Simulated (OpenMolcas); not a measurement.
Computed levels of 5d² in ions with 70 electrons, in cm-1 above ³F₂.

```yaml
Program: OpenMolcas 26.06
Method: CASSCF
Basis: ANO-RCC-VTZP
Scalar_Hamiltonian: DKH2, point nucleus
Spin-orbit_coupling: state interaction with AMFI integrals over the reference wave functions, term energies averaged over their components
```

Active space for each ion: 2 electrons in 5 orbitals (5d).

| Level | W4+ | Re5+ | Ir7+ |
| --- | --- | --- | --- |
| ³F₃ | 6174 | 8014 | 12769 |
| ³F₄ | 11718 | 14842 | 22400 |
| ³P₀ | 14841 | 16502 | 19731 |
| ³P₁ | 18236 | 21110 | 27724 |
| ¹G₄ | 24847 | 29026 | 39010 |
| ³P₂ | 25141 | 30063 | 41867 |
| ¹S₀ | 50386 | 57173 | 72014 |

Estimate ³F₄, ³P₀, ³P₁ for Os6+ from its neighbours Re5+ and Ir7+.

³F₄ is fine structure, which grows about as the fourth power of a screened charge, so the fourth roots are averaged: ((14842^0.25 + 22400^0.25) / 2)^4 = 18330. The calculation gives 18523, so the estimate is off by -1.0 %.
³P₀ is another term, which grows about linearly with the charge: (16502 + 19731) / 2 = 18116. The calculation gives 17989, so the estimate is off by +0.7 %; the measured value is 15837 (van het Hof, Joshi, Wyart and Sugar, J. Res. Natl. Inst. Stand. Technol. 100, 687 (1995)).
³P₁ is another term, which grows about linearly with the charge: (21110 + 27724) / 2 = 24417. The calculation gives 24217, so the estimate is off by +0.8 %; the measured value is 22098 (van het Hof, Joshi, Wyart and Sugar, J. Res. Natl. Inst. Stand. Technol. 100, 687 (1995)).

Mixed levels, with the weight of the term that names them: W4+ ³P₂ (60 %), Re5+ ³P₂ (58 %), Os6+ ³P₂ (56 %), Ir7+ ³P₂ (55 %).

Without dynamic correlation excited terms often stand tens of per cent too high (terms of higher spin than the ground term too low), and those without a measured partner can miss by more than the paired ones. Terms from blocks run as CI alone lack orbitals of their own. Computed and measured levels are paired by configuration, term and J; levels that our copy of the source lacks, or whose pairing is in doubt (as where it misses far off the trend of its configuration), stay unpaired and out of the deviations. Levels of configurations outside the active space are missing.
